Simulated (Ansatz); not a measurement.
**Molecular dynamics of CH$_{12}$Si$_{4}$**

input.yaml

```yaml
crystal:
  periodic: [false, false, false]
  atoms:
    - { symbol: Si, position_ang: [-0.043568, 0.040236, -0.029024] }
    - { symbol: C, position_ang: [0.041952, -0.296702, 1.844701] }
    - { symbol: H, position_ang: [-0.8493, -0.454656, 2.428924] }
    - { symbol: H, position_ang: [0.719753, -1.12098, 1.968394] }
    - { symbol: H, position_ang: [0.60174, 0.578725, 2.323051] }
    - { symbol: Si, position_ang: [2.18616, 0.106503, -0.745382] }
    - { symbol: H, position_ang: [3.020966, -0.472338, 0.321588] }
    - { symbol: H, position_ang: [2.398473, -0.627625, -1.980514] }
    - { symbol: H, position_ang: [2.644556, 1.393714, -1.029693] }
    - { symbol: Si, position_ang: [-1.161556, 1.866143, -0.590995] }
    - { symbol: H, position_ang: [-2.551989, 1.911413, -0.189408] }
    - { symbol: H, position_ang: [-0.545256, 3.097653, -0.063064] }
    - { symbol: H, position_ang: [-1.113169, 1.835981, -1.991338] }
    - { symbol: Si, position_ang: [-1.03114, -1.784639, -0.85663] }
    - { symbol: H, position_ang: [-2.166717, -2.252894, -0.053111] }
    - { symbol: H, position_ang: [-1.529724, -1.570227, -2.140368] }
    - { symbol: H, position_ang: [-0.063781, -2.873733, -1.009412] }
basis:
  gaussian: { orbitals: STO-3G }
hamiltonian:
  xc: pbe0
md:
  timestep: 3.0
  n_steps: 40
  ensemble: nvt_nose_hoover
  temperature: 1500.0
  initial_velocities: maxwell_boltzmann
  seed: 51750
  nose_hoover: { tau: 20.0, chain_length: 3 }
```

Command:

```bash
$ ansatz run input.yaml --threads 1 --pin off --max-ram 2048MiB --backend cpu --events-out ev --progress --plain --runs-dir out
```

It goes on from the last frame of an earlier run, with new velocities.

Output, in part (step lines, the closing report, with atoms numbered from 0):

```
md step     0: t =     0.00 fs  T =  1500.0 K  F+E_penalty+E_count = -32352.00997765 eV  E_kin = 2.908350 eV  conserved = -32349.10162768 eV  (21 SCF iters)
md step     1: t =     3.00 fs  T =  1313.7 K  F+E_penalty+E_count = -32349.98446488 eV  E_kin = 2.547127 eV  conserved = -32347.43912877 eV  (23 SCF iters)
md step     2: t =     6.00 fs  T =  1339.4 K  F+E_penalty+E_count = -32346.78535108 eV  E_kin = 2.597040 eV  conserved = -32344.20450316 eV  (24 SCF iters)
md step     3: t =     9.00 fs  T =  1428.8 K  F+E_penalty+E_count = -32346.29015804 eV  E_kin = 2.770311 eV  conserved = -32343.56448932 eV  (25 SCF iters)
md step     4: t =    12.00 fs  T =  2937.4 K  F+E_penalty+E_count = -32345.97247522 eV  E_kin = 5.695291 eV  conserved = -32340.34922334 eV  (28 SCF iters)
md step     5: t =    15.00 fs  T = 36983.4 K  F+E_penalty+E_count = -32328.03169412 eV  E_kin = 71.707188 eV  conserved = -32243.32081978 eV  (33 SCF iters)
md step     6: t =    18.00 fs  T = 84633.5 K  F+E_penalty+E_count = -32332.60481840 eV  E_kin = 164.095946 eV  conserved = -32046.06573485 eV  (68 SCF iters)
md step     7: t =    21.00 fs  T = 32599.7 K  F+E_penalty+E_count = -32332.21724483 eV  E_kin = 63.207504 eV  conserved = -32045.98290821 eV  (57 SCF iters)
md step     8: t =    24.00 fs  T = 14431.2 K  F+E_penalty+E_count = -32332.13556030 eV  E_kin = 27.980739 eV  conserved = -32045.77716815 eV  (44 SCF iters)
md step     9: t =    27.00 fs  T =  7611.0 K  F+E_penalty+E_count = -32333.07569008 eV  E_kin = 14.756991 eV  conserved = -32046.06147071 eV  (37 SCF iters)
md step    10: t =    30.00 fs  T =  4547.8 K  F+E_penalty+E_count = -32333.38316580 eV  E_kin = 8.817722 eV  conserved = -32045.81377746 eV  (40 SCF iters)
md step    11: t =    33.00 fs  T =  2830.6 K  F+E_penalty+E_count = -32333.06941726 eV  E_kin = 5.488208 eV  conserved = -32045.45024391 eV  (99 SCF iters)
md step    12: t =    36.00 fs  T =  1989.5 K  F+E_penalty+E_count = -32333.45962548 eV  E_kin = 3.857439 eV  conserved = -32045.56092122 eV  (32 SCF iters)
md step    13: t =    39.00 fs  T =  1350.2 K  F+E_penalty+E_count = -32332.91322446 eV  E_kin = 2.617987 eV  conserved = -32045.10577472 eV  (30 SCF iters)
md step    14: t =    42.00 fs  T =  1262.5 K  F+E_penalty+E_count = -32332.40852181 eV  E_kin = 2.447871 eV  conserved = -32043.98617255 eV  (37 SCF iters)
md step    15: t =    45.00 fs  T =   901.3 K  F+E_penalty+E_count = -32332.25688633 eV  E_kin = 1.747435 eV  conserved = -32043.96704738 eV  (32 SCF iters)
md step    16: t =    48.00 fs  T =  1215.9 K  F+E_penalty+E_count = -32334.10435481 eV  E_kin = 2.357589 eV  conserved = -32044.71537441 eV  (31 SCF iters)
md step    17: t =    51.00 fs  T =  6423.4 K  F+E_penalty+E_count = -32328.63471600 eV  E_kin = 12.454286 eV  conserved = -32027.23662026 eV  (47 SCF iters)
md step    18: t =    54.00 fs  T = 22984.7 K  F+E_penalty+E_count = -32326.43121791 eV  E_kin = 44.565050 eV  conserved = -31978.24280914 eV  (61 SCF iters)
md step    19: t =    57.00 fs  T = 11096.2 K  F+E_penalty+E_count = -32325.83901891 eV  E_kin = 21.514339 eV  conserved = -31978.38922146 eV  (107 SCF iters)
md step    20: t =    60.00 fs  T =  5812.6 K  F+E_penalty+E_count = -32325.67510275 eV  E_kin = 11.270112 eV  conserved = -31978.39360287 eV  (75 SCF iters)
md step    21: t =    63.00 fs  T =  3437.5 K  F+E_penalty+E_count = -32325.78578031 eV  E_kin = 6.664888 eV  conserved = -31978.41720070 eV  (57 SCF iters)
md step    22: t =    66.00 fs  T =  2217.6 K  F+E_penalty+E_count = -32325.88552300 eV  E_kin = 4.299733 eV  conserved = -31978.42508896 eV  (43 SCF iters)
md step    23: t =    69.00 fs  T =  1505.4 K  F+E_penalty+E_count = -32325.90248613 eV  E_kin = 2.918849 eV  conserved = -31978.42827851 eV  (46 SCF iters)
md step    24: t =    72.00 fs  T =  1064.2 K  F+E_penalty+E_count = -32325.87249095 eV  E_kin = 2.063313 eV  conserved = -31978.42242342 eV  (45 SCF iters)
md step    25: t =    75.00 fs  T =   802.5 K  F+E_penalty+E_count = -32325.88642825 eV  E_kin = 1.555980 eV  conserved = -31978.42352201 eV  (46 SCF iters)
md step    26: t =    78.00 fs  T =   658.2 K  F+E_penalty+E_count = -32325.95395661 eV  E_kin = 1.276096 eV  conserved = -31978.42283530 eV  (44 SCF iters)
md step    27: t =    81.00 fs  T =   587.2 K  F+E_penalty+E_count = -32326.07148267 eV  E_kin = 1.138524 eV  conserved = -31978.42691677 eV  (43 SCF iters)
md step    28: t =    84.00 fs  T =   550.5 K  F+E_penalty+E_count = -32326.19335535 eV  E_kin = 1.067392 eV  conserved = -31978.42909022 eV  (41 SCF iters)
md step    29: t =    87.00 fs  T =   525.9 K  F+E_penalty+E_count = -32326.29310119 eV  E_kin = 1.019641 eV  conserved = -31978.43009300 eV  (41 SCF iters)
md step    30: t =    90.00 fs  T =   509.9 K  F+E_penalty+E_count = -32326.37028541 eV  E_kin = 0.988600 eV  conserved = -31978.42871695 eV  (40 SCF iters)
md step    31: t =    93.00 fs  T =   514.7 K  F+E_penalty+E_count = -32326.45525654 eV  E_kin = 0.998005 eV  conserved = -31978.42615348 eV  (40 SCF iters)
md step    32: t =    96.00 fs  T =   551.9 K  F+E_penalty+E_count = -32326.58049666 eV  E_kin = 1.070122 eV  conserved = -31978.42872235 eV  (39 SCF iters)
md step    33: t =    99.00 fs  T =   612.7 K  F+E_penalty+E_count = -32326.72242201 eV  E_kin = 1.188004 eV  conserved = -31978.42961340 eV  (39 SCF iters)
md step    34: t =   102.00 fs  T =   685.7 K  F+E_penalty+E_count = -32326.85962148 eV  E_kin = 1.329570 eV  conserved = -31978.43278531 eV  (39 SCF iters)
md step    35: t =   105.00 fs  T =   762.5 K  F+E_penalty+E_count = -32326.96414821 eV  E_kin = 1.478479 eV  conserved = -31978.43098373 eV  (39 SCF iters)
md step    36: t =   108.00 fs  T =   850.0 K  F+E_penalty+E_count = -32327.05387668 eV  E_kin = 1.648051 eV  conserved = -31978.43298337 eV  (39 SCF iters)
md step    37: t =   111.00 fs  T =   946.9 K  F+E_penalty+E_count = -32327.11603230 eV  E_kin = 1.835989 eV  conserved = -31978.43198663 eV  (39 SCF iters)
md step    38: t =   114.00 fs  T =  1054.6 K  F+E_penalty+E_count = -32327.15417874 eV  E_kin = 2.044678 eV  conserved = -31978.43172381 eV  (39 SCF iters)
md step    39: t =   117.00 fs  T =  1184.0 K  F+E_penalty+E_count = -32327.18298192 eV  E_kin = 2.295639 eV  conserved = -31978.42722024 eV  (39 SCF iters)
md step    40: t =   120.00 fs  T =  1357.3 K  F+E_penalty+E_count = -32327.25180896 eV  E_kin = 2.631750 eV  conserved = -31978.42731417 eV  (143 SCF iters)
Total energy: -32327.25184345 eV, -1188.0045930486 hartree
Atom 0 at    -0.331736    -0.238128    -0.173863 Å, force     1.065247    -0.566782     0.736244 eV/Å
Atom 1 at     1.250826    -0.645718     0.682860 Å, force    -2.829894    -0.002336     0.139963 eV/Å
Atom 2 at    -6.256464    -2.796648     2.373990 Å, force     0.031823     0.011722    -0.012585 eV/Å
Atom 3 at     4.768281     5.453162    15.873429 Å, force    -0.003737     0.007867    -0.001350 eV/Å
Atom 4 at    -0.110130    17.404763    15.387401 Å, force     0.003306    -0.008702    -0.000132 eV/Å
Atom 5 at     2.308220    -0.108053    -0.691670 Å, force     1.178554     0.833569    -2.147371 eV/Å
Atom 6 at     3.621829     0.454627    -0.460565 Å, force     0.029760    -0.211883     0.508945 eV/Å
Atom 7 at     2.486403    -1.242905    -1.594130 Å, force     0.015209     0.066741     0.308796 eV/Å
Atom 8 at     1.673269     0.879711    -1.547377 Å, force     0.354429     0.184277    -0.168011 eV/Å
Atom 9 at    -1.119526     1.902781    -0.426664 Å, force     0.158602    -0.415769     0.406737 eV/Å
Atom 10 at    -2.464338     2.028721     0.091967 Å, force     0.080390    -0.039787    -0.003044 eV/Å
Atom 11 at    -0.230062     2.787800     0.293565 Å, force    -0.105874     0.010945    -0.092690 eV/Å
Atom 12 at    -1.129315     2.235514    -1.828491 Å, force     0.034308     0.002905    -0.106292 eV/Å
Atom 13 at    -1.326400    -1.926620    -1.336744 Å, force     0.153973    -0.262100     0.367199 eV/Å
Atom 14 at    -2.354198    -2.628283    -0.598160 Å, force     0.016530     0.103615     0.030246 eV/Å
Atom 15 at    -1.889796    -1.431735    -2.569051 Å, force     0.004380     0.140347     0.016184 eV/Å
Atom 16 at    -0.270826    -2.872051    -1.656065 Å, force    -0.187004     0.145371     0.017159 eV/Å
Dipole moment:    -0.133315    -1.241232    -2.747891 e Å
```

The run went to its last step. The conserved energy changed by up to 22000 meV per atom, so the integration failed: the time step of 3 fs is too long for the fastest motions that this run met, and the later frames carry no physical meaning.

Parted: C2–H3 1.08 → 7.99 Å, C2–H4 1.07 → 16.74 Å, C2–H5 1.14 → 23.32 Å. Joined: C2–Si6 3.39 → 1.82 Å. It ends as CH9Si4 + H + H + H. Pairs count as bonded within 1.25 times the sum of covalent radii (0.12 Å more for H–H).

Last frame:

```xyz
17
Properties=species:S:1:pos:R:3
Si -0.332 -0.238 -0.174
C 1.251 -0.646 0.683
H -6.256 -2.797 2.374
H 4.768 5.453 15.873
H -0.110 17.405 15.387
Si 2.308 -0.108 -0.692
H 3.622 0.455 -0.461
H 2.486 -1.243 -1.594
H 1.673 0.880 -1.547
Si -1.119 1.903 -0.427
H -2.464 2.029 0.092
H -0.230 2.788 0.294
H -1.129 2.236 -1.829
Si -1.326 -1.927 -1.337
H -2.354 -2.628 -0.598
H -1.890 -1.432 -2.569
H -0.271 -2.872 -1.656
```

Run time: 3.5 min on 1 thread of Arm Neoverse V1, on a shared host, peak memory 0.15 GiB.
